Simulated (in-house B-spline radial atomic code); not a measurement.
A calculation on Gd+ (an excited or competing configuration): its settings, and results tabulated from the run. All numbers are computed (scalar-relativistic (X2C) r2SCAN0, spin-polarised, spherical fractional occupations, exact exchange averaged over the configuration; Fermi nucleus of rms radius 5.1569 fm) with an all-electron radial atomic-structure program (B-spline basis), not measured.

Command:
```bash
python run_scf.py task.json out
```
Settings (nuclear radius in fm, mass in u):
```
Z                64
configuration    [Xe] 4f6 5d1 6s1 7s1
hamiltonian      x2c
method           r2scan0
spin_polarised   True
nucleus          fermi
rms_radius       5.1569
atomic_mass      157.92411
speed_of_light   137.035999084
exact_exchange   averaged over the configuration
```

Output (hartree, bohr):
```
 radial grid: 81 intervals, B-splines of order 8, outer radius 60 bohr

 iter        energy (Eh)    residual
    1      -11269.860427    1.53e-01
    2      -11269.875137    3.58e-03
    3      -11269.875263    1.32e-03
    4      -11269.875273    7.37e-04
    5      -11269.875278    8.07e-05
    6      -11269.875278    2.63e-05
    7      -11269.875278    1.26e-05
    8      -11269.875278    3.78e-06
    9      -11269.875278    3.89e-07

 total energy                    -11269.87528
 kinetic                           12293.7950
 electron-nucleus                 -27651.1614
 Hartree                            4339.0307
 exact exchange                      -61.7687
 exchange-correlation               -189.7708

 orbital      occ     eigenvalue          <r>       <r^2>       <1/r>       r_max
 1s up      1.000     -1843.8438    0.0211929 0.000621909     76.8496     0.01307
 1s down    1.000     -1843.8426    0.0211929  0.00062191     76.8496     0.01307
 2s up      1.000      -306.7594    0.0925757   0.0101855     17.7544     0.07883
 2s down    1.000      -306.7552    0.0925736   0.0101849     17.7547     0.07883
 2p up      3.000      -273.3955    0.0819581  0.00821786     15.6566      0.0635
 2p down    3.000      -273.3921    0.0819557  0.00821723     15.6569      0.0635
 3s up      1.000       -69.3846     0.243652   0.0679957     6.38191      0.2242
 3s down    1.000       -69.2599     0.243384   0.0678398     6.39027      0.2241
 3p up      3.000       -58.9120     0.242296   0.0681643     5.79713      0.2198
 3p down    3.000       -58.7830     0.241948   0.0679597     5.80571      0.2197
 3d up      5.000       -44.8348     0.221345   0.0576031     5.43878      0.1803
 3d down    5.000       -44.7200     0.220865   0.0573233      5.4479      0.1801
 4s up      1.000       -15.0348     0.552239    0.344112     2.63431      0.5159
 4s down    1.000       -14.7344     0.552223     0.34405     2.63239      0.5156
 4p up      3.000       -11.5297     0.583272    0.386765     2.38121      0.5376
 4p down    3.000       -11.2199     0.583351    0.386864       2.379      0.5373
 4d up      5.000        -6.5911     0.633046    0.464212     2.09139      0.5588
 4d down    5.000        -6.2478     0.634339    0.466414     2.08584      0.5585
 5s up      1.000        -2.6305      1.30376     1.90797     1.03023       1.181
 5s down    1.000        -2.4862      1.32738     1.97632     1.00509       1.196
 5p up      3.000        -1.7030      1.49813     2.53895    0.876317       1.322
 5p down    3.000        -1.5839      1.51818     2.59968    0.858196        1.34
 4f up      6.000        -1.2390     0.795956    0.796824     1.59751      0.5605
 5d up      1.000        -0.6092      2.15652     5.39644    0.598471       1.752
 6s up      1.000        -0.5267      3.24123     11.7483    0.393788       2.923
 7s up      1.000        -0.1863      7.23196      57.465    0.171427       6.884
```

Time taken, with all properties: 0.35 s on 1 thread of Intel(R) Xeon(R) 6975P-C, on a shared host.

One-electron X2C: radii and densities carry no picture-change correction, so inner-shell <1/r> comes out high (for 1s by about 2 % at Z = 33, 5 % at 54, 10 % at 75, 30 % at 118) and <r> low.
